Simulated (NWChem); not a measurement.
Program: NWChem. System: Hg, charge 0, spin multiplicity 1. Level: PBE0/x2c-SVPall-2c, spin-orbit ZORA.

Job file:

```
start mol
memory heap 200 mb stack 900 mb global 1100 mb
geometry units angstroms nocenter noautoz noautosym
  Hg     0.000000     0.000000     0.000000
end
basis spherical
  * library x2c-svpall-2c
end
relativistic
  zora on
end
dft
  xc pbe0
  semidirect memsize 60000000 filesize 0
  iterations 100
  grid fine
end
task sodft energy
```

NWChem printed:

```
             Northwest Computational Chemistry Package (NWChem) 7.3.0
             --------------------------------------------------------

                                NWChem Input Module
                                -------------------

 Scaling coordinates for geometry "geometry" by  1.889725989
 (inverse scale =  0.529177249)

                             Geometry "geometry" -> ""
                             -------------------------

 Output coordinates in angstroms (scale by  1.889725989 to convert to a.u.)

  No.       Tag          Charge          X              Y              Z
 ---- ---------------- ---------- -------------- -------------- --------------
    1 Hg                  80.0000     0.00000000     0.00000000     0.00000000

 Effective nuclear repulsion energy (a.u.)       0.0000000000

            Nuclear Dipole moment (a.u.)
            ----------------------------
        X                 Y               Z
 ---------------- ---------------- ----------------
     0.0000000000     0.0000000000     0.0000000000


 Summary of "ao basis" -> "" (spherical)
 ------------------------------------------------------------------------------
       Tag                 Description            Shells   Functions and Types
 ---------------- ------------------------------  ------  ---------------------
 *                       x2c-svpall-2c                on all atoms

                                 NWChem DFT Module
                                 -----------------

 Summary of "ao basis" -> "ao basis" (spherical)
 ------------------------------------------------------------------------------
       Tag                 Description            Shells   Functions and Types
 ---------------- ------------------------------  ------  ---------------------
 Hg                      x2c-svpall-2c              28       96   7s10p9d2f

 Summary of "ao basis" -> "ao basis" (spherical)
 ------------------------------------------------------------------------------
       Tag                 Description            Shells   Functions and Types
 ---------------- ------------------------------  ------  ---------------------
 Hg                      x2c-svpall-2c              28       96   7s10p9d2f

            General Information
            -------------------
          SCF calculation type: DFT
          Wavefunction type:  closed shell.
          No. of atoms     :     1
          No. of electrons :    80
           Alpha electrons :    40
            Beta electrons :    40
          Charge           :     0
          Spin multiplicity:     1
          Use of symmetry is: off; symmetry adaption is: off
          Maximum number of iterations: 100
          AO basis - number of functions:    96
                     number of shells:    28
          Convergence on energy requested:  1.00D-06
          Convergence on density requested:  1.00D-05
          Convergence on gradient requested:  5.00D-04

              XC Information
              --------------
                         PBE0 Method XC Functional
                     Hartree-Fock (Exact) Exchange  0.250
          PerdewBurkeErnzerhof Exchange Functional  0.750
            Perdew 1991 LDA Correlation Functional  1.000 local
           PerdewBurkeErnz. Correlation Functional  1.000 non-local

             Grid Information
             ----------------
          Grid used for XC integration:  fine
          Radial quadrature: Mura-Knowles
          Angular quadrature: Lebedev.
          Tag              B.-S. Rad. Rad. Pts. Rad. Cut. Ang. Pts.
          ---              ---------- --------- --------- ---------
          Hg                  1.50      141          10.0       974
          Grid pruning is: on
          Number of quadrature shells:   141
          Spatial weights used:  Erf1

          Convergence Information
          -----------------------
          Convergence aids based upon iterative change in
          total energy or number of iterations.
          Levelshifting, if invoked, occurs when the
          HOMO/LUMO gap drops below (HL_TOL):  1.00D-02
          DIIS, if invoked, will attempt to extrapolate
          using up to (NFOCK): 10 stored Fock matrices.

                    Damping( 0%)  Levelshifting(0.5)       DIIS
                  --------------- ------------------- ---------------
          dE  on:    start            ASAP                start
          dE off:    2 iters        100 iters           100 iters

      Screening Tolerance Information
      -------------------------------
          Density screening/tol_rho:  1.00D-10
          AO Gaussian exp screening on grid/accAOfunc:  14
          CD Gaussian exp screening on grid/accCDfunc:  20
          XC Gaussian exp screening on grid/accXCfunc:  20
          Schwarz screening/accCoul:  1.00D-10

 Performing spin-orbit DFT (SO-DFT) calculations
 -----------------------------------------------

          Performing ZORA calculations
          ----------------------------

      Superposition of Atomic Density Guess
      -------------------------------------

 Sum of atomic energies:      -16005.59251081

       Generating atomic ZORA corrections
       ----------------------------------

      Superposition of Atomic Density Guess
      -------------------------------------

 Sum of atomic energies:      -16005.59251081

      Non-variational initial energy
      ------------------------------

 Total energy =  -16005.539422
 1-e energy   =  -22679.169581
 2-e energy   =    6673.630159
 HOMO         =      -0.081323
 LUMO         =      -0.049293

------------------------------------------------------------
EAF file 0: "./mol.aoints.0" size=524288 bytes
------------------------------------------------------------
               write      read    awrite     aread      wait
               -----      ----    ------     -----      ----
     calls:        1         0         0         0         0
   data(b): 5.24e+05  0.00e+00  0.00e+00  0.00e+00
   time(s): 0.00e+00  0.00e+00  0.00e+00  0.00e+00  0.00e+00
rate(mb/s): 0.00e+00  0.00e+00
------------------------------------------------------------

   convergence    iter        energy       DeltaE   RMS-Dens  Diis-err    time
 ---------------- ----- ----------------- --------- --------- ---------  ------
 d= 0,ls=0.0,diis     1 -18540.9406749716 -1.85D+04  8.96D-02  5.87D+06    31.0
                                                     8.96D-02  5.87D+06
 d= 0,ls=0.0,diis     2 -20270.8419026387 -1.73D+03  5.88D-02  3.74D+03    32.1
                                                     5.88D-02  3.74D+03
 d= 0,ls=0.0,diis     3 -20261.1656216619  9.68D+00  5.90D-02  2.65D+02    33.2
                                                     5.90D-02  2.65D+02
 d= 0,ls=0.0,diis     4 -20275.7208362143 -1.46D+01  2.36D-02  8.10D+01    34.2
                                                     2.36D-02  8.10D+01
 d= 0,ls=0.0,diis     5 -20280.5129753903 -4.79D+00  2.06D-02  9.14D-01    35.3
                                                     2.06D-02  9.14D-01
 d= 0,ls=0.0,diis     6 -20280.6042082503 -9.12D-02  4.31D-03  1.18D+00    36.3
                                                     4.31D-03  1.18D+00
 d= 0,ls=0.0,diis     7 -20280.7636274528 -1.59D-01  5.89D-04  2.27D-02    37.3
                                                     5.89D-04  2.27D-02
 d= 0,ls=0.0,diis     8 -20280.7667191045 -3.09D-03  1.90D-05  3.12D-05    38.3
                                                     1.90D-05  3.12D-05
 d= 0,ls=0.0,diis     9 -20280.7667241645 -5.06D-06  1.30D-06  1.63D-08    39.4
                                                     1.30D-06  1.63D-08
  Singularity in Pulay matrix. Error and Fock matrices removed.
 d= 0,ls=0.0,diis    10 -20280.7667241694 -4.94D-09  2.86D-07  1.66D-09    40.4
                                                     2.86D-07  1.66D-09
  zoraso: enough mem for repl

      Total SO-DFT energy =   -20280.766724169687
      One electron energy =   -27549.139286530095
           Coulomb energy =     7646.753505420331
    Exchange-Corr. energy =     -378.380943059925
 Nuclear repulsion energy =        0.000000000000

       Scaling correction =      728.474048360473

 Numeric. integr. density =       79.999999983525

     Total iterative time =     24.8s

                       DFT Final Molecular Orbital Analysis
                       ------------------------------------

 Vector   78  Occ=1.000000D+00  E=-4.133603D-01
              MO Center=  3.9D-14, -6.2D-14, -1.3D-13, r^2= 4.6D-01
  Bfn.         Coefficient        Function           Bfn.         Coefficient        Function
  ----     -------------------  ------------         ----     -------------------  ------------
    55     0.453191  -0.000519  1 Hg d  0              60     0.301443  -0.000345  1 Hg d  0
    45    -0.285919   0.000327  1 Hg d  0             150     0.000519  -0.263465  1 Hg d -1
   152     0.259835  -0.001118  1 Hg d  1             155     0.000345  -0.175245  1 Hg d -1
    50     0.173181  -0.000198  1 Hg d  0             157     0.172831  -0.000744  1 Hg d  1
   140    -0.000328   0.166221  1 Hg d -1             142    -0.163931   0.000706  1 Hg d  1

 Vector   79  Occ=1.000000D+00  E=-2.736986D-01
              MO Center=  5.5D-24,  8.5D-25, -8.2D-25, r^2= 2.8D-22
  Bfn.         Coefficient        Function           Bfn.         Coefficient        Function
  ----     -------------------  ------------         ----     -------------------  ------------
   102     0.770656   0.000001  1 Hg s                101    -0.678470  -0.000001  1 Hg s
   103     0.439388   0.000001  1 Hg s                100     0.237209   0.000000  1 Hg s
    99    -0.131178  -0.000000  1 Hg s                 98     0.043172   0.000000  1 Hg s

 Vector   80  Occ=1.000000D+00  E=-2.736986D-01
              MO Center=  6.5D-14,  5.9D-14, -2.1D-13, r^2= 2.4D+00
  Bfn.         Coefficient        Function           Bfn.         Coefficient        Function
  ----     -------------------  ------------         ----     -------------------  ------------
     6    -0.770656   0.000000  1 Hg s                  5     0.678470  -0.000000  1 Hg s
     7    -0.439388  -0.000000  1 Hg s                  4    -0.237209   0.000000  1 Hg s
     3     0.131178  -0.000000  1 Hg s                  2    -0.043172   0.000000  1 Hg s

 Vector   81  Occ=0.000000D+00  E=-2.559519D-02
              MO Center=  1.7D-12,  1.8D-13, -1.3D-12, r^2= 2.0D+00
  Bfn.         Coefficient        Function           Bfn.         Coefficient        Function
  ----     -------------------  ------------         ----     -------------------  ------------
    25     0.312250  -0.004174  1 Hg pz               120     0.004174   0.312250  1 Hg py
   119     0.312250  -0.004174  1 Hg px                28     0.267467  -0.003576  1 Hg pz
   123     0.003576   0.267467  1 Hg py               122     0.267467  -0.003576  1 Hg px
    23    -0.144434   0.016646  1 Hg px                24     0.016646   0.144434  1 Hg py
   121     0.144434  -0.016646  1 Hg pz                26    -0.123719   0.014258  1 Hg px

 Vector   82  Occ=0.000000D+00  E=-2.559519D-02
              MO Center=  2.5D-12, -9.8D-13, -2.2D-12, r^2= 2.0D+00
  Bfn.         Coefficient        Function           Bfn.         Coefficient        Function
  ----     -------------------  ------------         ----     -------------------  ------------
    23     0.312130  -0.009591  1 Hg px               121    -0.312130   0.009591  1 Hg pz
    24    -0.009591  -0.312130  1 Hg py               124    -0.267364   0.008215  1 Hg pz
    26     0.267364  -0.008215  1 Hg px                27    -0.008215  -0.267364  1 Hg py
   120    -0.010264   0.145027  1 Hg py               119     0.145027   0.010264  1 Hg px
    25     0.145027   0.010264  1 Hg pz               123    -0.008792   0.124228  1 Hg py

 Vector   83  Occ=0.000000D+00  E=-1.152284D-02
              MO Center=  1.9D-12,  3.9D-12,  1.7D-12, r^2= 4.7D+00
  Bfn.         Coefficient        Function           Bfn.         Coefficient        Function
  ----     -------------------  ------------         ----     -------------------  ------------
    28     0.486717   0.004129  1 Hg pz                25     0.313430   0.002659  1 Hg pz
   123     0.012691  -0.267765  1 Hg py                26    -0.237984   0.045837  1 Hg px
   122    -0.218952   0.008561  1 Hg px               120     0.008172  -0.172432  1 Hg py
    19    -0.158698  -0.001346  1 Hg pz                23    -0.153254   0.029517  1 Hg px
   119    -0.140998   0.005513  1 Hg px                27    -0.048735  -0.126567  1 Hg py

   alpha - beta orbital overlaps
   -----------------------------

   alpha      1      2      3      4      5      6      7      8      9     10
    beta      1      2      3      4      5      6      6      8      9     10
 overlap   1.201  1.645  2.163  2.270  1.911  0.594  0.339  1.164  1.164  1.164

   alpha     11     12     13     14     15     16     17     18     19     20
    beta     11     12     13     14     15     16     17     18     19      8
 overlap   2.072  2.072  2.072  1.916  1.916  1.916  1.214  1.214  1.214  0.060

   alpha     21     22     23     24     25     26     27     28     29     30
    beta      9     10     14     15     16     14     15     16      8      9
 overlap   0.060  0.060  0.010  0.010  0.010  0.003  0.003  0.003  0.020  0.020

   alpha     31     32     33     34     35     36     37     38     39     40
    beta     10     11     12     13     17     18     19     38     39     40
 overlap   0.020  0.013  0.013  0.013  0.035  0.035  0.035  1.229  1.229  1.229

   alpha     41     42     43     44     45     46     47     48     49     50
    beta     41     42     43     44     45     46     47     53     54     55
 overlap   1.229  1.229  1.188  1.188  1.188  1.188  1.188  0.146  0.146  0.146

   alpha     51     52     53     54     55     56     57     58     59     60
    beta     56     57     53     54     55     56     57     53     54     55
 overlap   0.146  0.146  0.339  0.339  0.339  0.339  0.339  0.221  0.221  0.221

   alpha     61     62     63     64     65     66     67     68     69     70
    beta     56     57     53     54     55     56     57     43     44     45
 overlap   0.221  0.221  0.027  0.027  0.027  0.027  0.027  0.006  0.006  0.006

   alpha     71     72     73     74     75     76     77     78     79     80
    beta     46     47     38     39     40     41     42     38     39     40
 overlap   0.006  0.006  0.011  0.011  0.011  0.011  0.011  0.026  0.026  0.026

   alpha     81     82     83     84     85     86     87     88     89     90
    beta     41     42     83     84     85     86     87     88     89     83
 overlap   0.026  0.026  0.983  0.983  0.983  0.983  0.983  0.983  0.983  0.046

   alpha     91     92     93     94     95     96
    beta     84     85     86     87     88     89
 overlap   0.046  0.046  0.046  0.046  0.046  0.046

     --------------------------
     Expectation value of S2:
     --------------------------
      <S2> =      0.0820 (Exact =     0.0000)

 Task  times  cpu:       41.5s     wall:       41.5s

 Total times  cpu:       41.5s     wall:       41.5s
```
